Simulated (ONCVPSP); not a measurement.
## Transferability test, ONCV potential for Bi (Z = 83)

| Quantity | Value |
| --- | --- |
| Element | Bi (Z = 83) |
| Generator | ONCVPSP 4.0.1 |
| Type | optimised norm-conserving Vanderbilt (ONCV) |
| Functional | revPBE |
| Relativity | scalar-relativistic |
| Frozen core | [Xe] 4f14 5d10 |
| Valence charge | 5 |
| Reference configuration | 6s2 6p2.75 (charge +0.25) |
| Partial waves | 6s: rc 1.65 bohr, ncon 5, nbas 10, qcut 3.5 1/bohr, 2 projectors, debl 3.4 Ha; 6p: rc 2.30 bohr, ncon 4, nbas 7, qcut 3.7 1/bohr, 1 projector |
| Local potential | polynomial inside 1.60 bohr (lpopt 4, dvloc0 3 Ha) |
| Core correction | none |

Energies are relative to the spin-unpolarised reference configuration 6s2 6p2.75; without spin polarisation the order of configurations can differ from experiment.

(1) Give the all-electron excitation energy and the error of the potential for: 6s2 6p3; 6s2 6p2; 6s2 6p1; 6s1 6p0.

Levels in the configuration 6s2 6p3:

```csv
level,all-electron (eV),pseudo (eV)
6s,-14.411,-14.408
6p,-4.510,-4.510
```

Note: no bound ghost flagged; GHOST(+) flagged for s at 106.5 eV, s at 439.2 eV.

## Answers

(1)

| valence configuration | charge | ΔE all-electron (eV) | error AE − PS (meV) |
| --- | --- | --- | --- |
| 6s2 6p3 | 0 | -1.326 | +0.6 |
| 6s2 6p2 | +1 | 6.516 | -4.3 |
| 6s2 6p1 | +2 | 21.663 | -20 |
| 6s1 6p0 | +4 | 90.120 | -18 |
